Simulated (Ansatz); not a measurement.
Species: C3H5N, SMILES `C#CNC` (charge 0, multiplicity 1).

Give a relaxed geometry from B3LYP-D3(BJ)/def2-TZVP in Ansatz (a quantum-chemistry and plane-wave program).

the end point of this relaxation (outside a Z-matrix the atoms follow the SMILES, hydrogens last).
Cartesian coordinates (Å) in one orientation:
```xyz
9

C      2.141     0.544    -0.122
C      1.102    -0.052    -0.241
N     -0.070    -0.680    -0.416
C     -1.300     0.052    -0.114
H      3.064     1.059    -0.030
H     -0.075    -1.644    -0.118
H     -1.318     0.969    -0.701
H     -1.390     0.314     0.945
H     -2.153    -0.561    -0.406
```
